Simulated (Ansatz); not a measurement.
Consider the homolysis of the Si–Si bond: `O[SiH2][Si](O)(F)F` → `O[Si](F)F`• + `O[SiH2]`•.

Calculated with Ansatz (gas phase, PBE0-D4/def2-TZVP geometries, no zero-point term in ΔE). CCSD(T)/CBS adds triple-zeta CCSD(T) − MP2 to the extrapolated MP2 energy (def2 sets, frozen cores). This one scheme is used for every species. DFT in def2-TZVPP. B3LYP here is the variant with VWN-RPA as its local correlation; programs differ in this. No spin–orbit coupling; open shells (•) take unrestricted orbitals. Each species was taken in one conformer, which may not be the lowest.

```tsv
level	ΔE (kJ/mol)
B3LYP-D4	335.7
MP2/CBS(def2)	350.4
```

(1) What does CCSD(T)/CBS give? (Estimate.)

Largest T1 diagnostic among the species: 0.015.

## Answers

(1) Ansatz gave: +354.5 kJ/mol. The listed levels differ from it by -18.8, -4.1 kJ/mol.

In def2-TZVPP, CCSD(T) changes the Hartree–Fock value by +81.6 kJ/mol (the triples alone add +4.3 kJ/mol) and MP2 by +77.5 kJ/mol; breaking electron pairs costs correlation energy, which Hartree–Fock lacks. The D4 term adds +15.0 kJ/mol with B3LYP and +8.4 kJ/mol with PBE0; it sums over pairs of atoms, weighted by their polarisabilities, and B3LYP, whose exchange is more repulsive, gets the larger term. From PBE to PBE0 (25 % exact exchange), in def2-TZVPP and without D4, ΔE moves by +8.9 kJ/mol.
